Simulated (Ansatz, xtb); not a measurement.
**C4H6Si: which of two isomers lies lower**

Structure a: `C#C/C=C/[SiH3]`, a singlet. Structure b: `C#C/C=C\[SiH3]`, a singlet. Both are isolated molecules in the gas phase, relaxed with B3LYP/def2-SVP.

Quicker runs give these differences E(b) − E(a): GFN2-xTB +0.023 eV; HF/STO-3G +0.030 eV (at GFN2-xTB geometries); r2SCAN-D4/def2-SVP +0.014 eV (at GFN2-xTB geometries).

Problem. Estimate E(b) − E(a) at the level CCSD(T)/def2-SVP + ΔMP2/def2-TZVPP.

Solution. Too close to call at this level: CCSD(T)/def2-SVP + ΔMP2/def2-TZVPP gives E(b) − E(a) = +0.025 eV.

How the difference moves with the method:

```json
{"level": "GFN2-xTB", "geometry": "GFN2-xTB", "E(b) − E(a) (eV)": "+0.023", "departure from the last row (eV)": "−0.002", "job, with rough time for the two": "optimisation, 0.1 s"}
{"level": "HF/STO-3G", "geometry": "GFN2-xTB", "E(b) − E(a) (eV)": "+0.030", "departure from the last row (eV)": "+0.005", "job, with rough time for the two": "single point, 0.24 s"}
{"level": "r2SCAN-D4/def2-SVP", "geometry": "GFN2-xTB", "E(b) − E(a) (eV)": "+0.014", "departure from the last row (eV)": "−0.010", "job, with rough time for the two": "single point, 1.7 s"}
{"level": "B3LYP/def2-SVP", "geometry": "B3LYP/def2-SVP", "E(b) − E(a) (eV)": "+0.041", "departure from the last row (eV)": "+0.017", "job, with rough time for the two": "optimisation, 19 s"}
{"level": "HF/def2-SVP", "geometry": "B3LYP/def2-SVP", "E(b) − E(a) (eV)": "+0.046", "departure from the last row (eV)": "+0.021", "job, with rough time for the two": "part of the CCSD(T) run"}
{"level": "MP2/def2-SVP", "geometry": "B3LYP/def2-SVP", "E(b) − E(a) (eV)": "+0.029", "departure from the last row (eV)": "+0.005", "job, with rough time for the two": "part of the CCSD(T) run"}
{"level": "CCSD(T)/def2-SVP", "geometry": "B3LYP/def2-SVP", "E(b) − E(a) (eV)": "+0.029", "departure from the last row (eV)": "+0.004", "job, with rough time for the two": "single point"}
{"level": "CCSD(T)/def2-SVP + ΔMP2/def2-TZVPP", "geometry": "B3LYP/def2-SVP", "E(b) − E(a) (eV)": "+0.025", "departure from the last row (eV)": "", "job, with rough time for the two": "single point, 16 s"}
```

As drawn, both hold the same kinds of bond in the same numbers.

The largest departure from CCSD(T)/def2-SVP + ΔMP2/def2-TZVPP is that of HF/def2-SVP, 0.021 eV. The last row adds to CCSD(T) the change of the MP2 difference between the two basis sets, here −0.004 eV.

With harmonic frequencies from B3LYP/def2-SVP (ideal gas, rigid rotor, one conformer each, 298.15 K, 1 atm): on the last row, ΔE + ΔZPE = +0.024 eV. A mode under 50 cm⁻¹ makes harmonic enthalpies and free energies unreliable, so none is given.

The correlated steps freeze 9 core orbitals. Programs: Ansatz 0.2.0, xtb 6.7.1; the last row on 2 threads of Intel(R) Xeon(R) 6975P-C (Granite Rapids) on a shared host.
